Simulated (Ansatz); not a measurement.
Total energies of cis-[FeF2(H2O)4]+ (FeO₄F₂H₈⁺) from Ansatz at PBE0-D4/def2-TZVP, gas phase (1 Eh = 27.2114 eV = 2625.5 kJ/mol). The reference geometry is relaxed at PBE-D4/def2-SVP.

```
           state                    geometry  energy (Eh)
 charge 1 sextet                   reference  -1768.52783
charge 2 quintet                   reference  -1767.94613
charge 2 quintet  relaxed at PBE-D4/def2-SVP  -1767.98665
charge 0 quintet                   reference  -1768.74936
charge 0 quintet  relaxed at PBE-D4/def2-SVP  -1768.76444
charge 1 doublet  relaxed at PBE-D4/def2-SVP  -1768.47733
charge 1 quartet  relaxed at PBE-D4/def2-SVP  -1768.48783
```

Other spin states of the ions weren't run at this level and may lie lower.

Problem. Work out the vertical ionisation energy to the quintet.

Solution. E(charge 2 quintet) − E(charge 1 sextet) = -1767.94613 − (-1768.52783) = 0.58170 Eh = 15.83 eV. For comparison, −ε of the highest occupied level of the spin that leaves is 13.71 eV at this level, 2.12 eV less.

Problem. Work out the vertical electron affinity, to the quintet.

Solution. E(charge 1 sextet) − E(charge 0 quintet) = -1768.52783 − (-1768.74936) = 0.22153 Eh = 6.03 eV.

Problem. Give the fundamental gap IE − EA, the Mulliken electronegativity (IE + EA)/2 and the hardness (IE − EA)/2.

Solution. From the values in Eh: IE − EA = 0.58170 − 0.22153 = 0.36017 Eh = 9.80 eV; (IE + EA)/2 = 10.93 eV; (IE − EA)/2 = 4.90 eV.

Problem. How much does the charge 2 quintet relax, and what is the adiabatic ionisation energy?

Solution. Relaxation: -1767.94613 − (-1767.98665) = 0.04052 Eh = 1.10 eV. Adiabatic ionisation energy: 0.54118 Eh = 14.73 eV, without zero-point energy. 

Problem. How much does the charge 0 quintet relax, and what is the adiabatic electron affinity?

Solution. Relaxation: -1768.74936 − (-1768.76444) = 0.01508 Eh = 0.41 eV. Adiabatic electron affinity: 0.23661 Eh = 6.44 eV, without zero-point energy. 

Problem. Which of the charge 1 states is lowest, and how far above it are the others?

Solution. The sextet. doublet: -1768.47733 − (-1768.52783) = 0.05050 Eh = 132.6 kJ/mol; quartet: -1768.48783 − (-1768.52783) = 0.04000 Eh = 105.0 kJ/mol.

At PBE0-D4/def2-TZVP the charge 2 quintet is spin-contaminated (final ⟨S²⟩ up to 6.30, 6.00 for a pure state).
